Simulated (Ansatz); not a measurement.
`B[SiH](O)[SiH3]` + `[OH][AlH2]` → `O[SiH]([SiH3])[O][AlH2]` + BH₃  (cleavage of the Si–B bond)

Calculated with Ansatz (gas phase, PBE0-D4/def2-TZVP geometries, no zero-point term in ΔE). CCSD(T)/CBS adds triple-zeta CCSD(T) − MP2 to the extrapolated MP2 energy (def2 sets, frozen cores). This one scheme is used for every species. DFT in def2-TZVPP. B3LYP here is the variant with VWN-RPA as its local correlation; programs differ in this. HSE06 is defined as in plane-wave codes. One conformer a species, not always the lowest.

```tsv
level	ΔE (kJ/mol)	difference from CCSD(T)/CBS
LDA (SPW92)	-113.4	30.8
PBE-D4	-114.7	29.5
revPBE-D4	-116.3	27.9
BLYP-D4	-135.3	8.9
r2SCAN-D4	-134.3	9.9
B97M-V	-134.2	10.0
PBE0-D4	-127.4	16.8
B3LYP-D4	-144.1	0.1
r2SCANh-D4	-137.2	7.0
r2SCAN0-D4	-141.2	3.0
HSE06-D4	-127.0	17.2
CAM-B3LYP-D4	-151.2	-7.0
ωB97X-V	-142.7	1.5
ωB97M-V	-144.8	-0.6
B2PLYP	-147.0	-2.8
PBE-QIDH	-141.3	2.9
PBE	-112.2	32.0
revPBE	-111.2	33.0
BLYP	-130.7	13.5
r2SCAN	-133.5	10.7
PBE0	-125.1	19.1
B3LYP	-140.2	4.0
r2SCANh	-136.3	7.9
HSE06	-124.7	19.5
BHLYP	-155.3	-11.1
CAM-B3LYP	-148.6	-4.4
LC-ωPBE	-135.5	8.7
RPA@PBE/def2-TZVPP	-145.8	-1.6
HF/def2-SVP	-166.5	-22.3
MP2/def2-SVP	-147.6	-3.4
CCSD/def2-SVP	-142.8	1.4
CCSD(T)/def2-SVP	-140.1	4.1
HF/def2-TZVPP	-173.1	-28.9
MP2/def2-TZVPP	-152.3	-8.1
SCS-MP2/def2-TZVPP	-156.2	-12.0
CCSD(T)/def2-TZVPP	-144.9	-0.7
HF/def2-QZVPP	-175.2	-31.0
MP2/def2-QZVPP	-152.6	-8.4
HF/CBS(def2)	-175.5	-31.3
CCSD/CBS(def2)	-147.6	-3.4
CCSD(T)/CBS	-144.2	0
```

Largest T1 diagnostic among the species: 0.014.

Leaving LDA and LC-ωPBE aside and taking each functional with its dispersion term where it has one, the values, not all of them listed here, spread over 44.5 kJ/mol, from BHLYP-D4 to PBE-D4. The D4 term adds −3.9 kJ/mol with B3LYP and −2.4 kJ/mol with PBE0; it sums over pairs of atoms, weighted by their polarisabilities, and B3LYP, whose exchange is more repulsive, gets the larger term.
